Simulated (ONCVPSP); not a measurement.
## N: one change to an ONCV potential, before and after

ONCVPSP 4.0.1 input, shortened (lines: element, Z, core and valence counts, functional; n l f; lmax; l rc ep ncon nbas qcut; lloc lpopt rc5 dvloc0; l nproj debl; icmod fcfact rcfact), PBEsol, scalar-relativistic:

```
  N 7.00    1    2  -116133      upf
    1    0    2.00
    2    0    1.00
    2    1    4.00
    1
    0    1.10    0.00    4    8    6.40
    1    1.90    0.00    4    7    8.90
    0    5    1.10    0.00
    0    0    3.20
    1    2    0.50
    3    5.25    1.30
```

Change: s: ncon 5, nbas 9.

Cutoffs: the cutoffs (Ha) at which the residual kinetic energy of the hardest occupied pseudo-wave falls to 1 and 0.1 mHa per electron; they do not see the model core or the augmentation charge, which bear on the density cutoff. Errors are all-electron minus pseudo energies relative to the spin-unpolarised reference configuration.

Q: How do hardness, ghosts and transferability respond?

A: The potential gets harder (23 Ha and 125 Ha → 44 Ha and 163 Ha); the errors of the 4 common tests hardly move; neither file shows a bound ghost.

```csv
quantity,base,changed
"cutoff, loose",23 Ha,44 Ha
"cutoff, tight",125 Ha,163 Ha
loose cutoff by channel,"s 23 Ha, p 22 Ha","s 44 Ha, p 22 Ha"
bound ghosts,none,none
GHOST(+) flags under 300 eV,none,none
"error for 2s2 2p3, meV [ΔE -11.43 eV]",+3.7,+3.6
"error for 2s2 2p2, meV [ΔE 2.09 eV]",+94,+90
"error for 2s2 2p1, meV [ΔE 30.82 eV]",+449,+427
"error for 2s0 2p5, meV [ΔE 11.46 eV]",+3.9,+3.8
s: phases at 1.12 bohr within 0.05 rad from the reference energy up to (Ha; the scan ends near 5),4.0,4.6
p: phases at 1.92 bohr within 0.05 rad from the reference energy up to (Ha; the scan ends near 5),to the end of the scan,to the end of the scan
"rms error of d²Exc/dni dnj with the model core, mHa",1.46,1.40
```
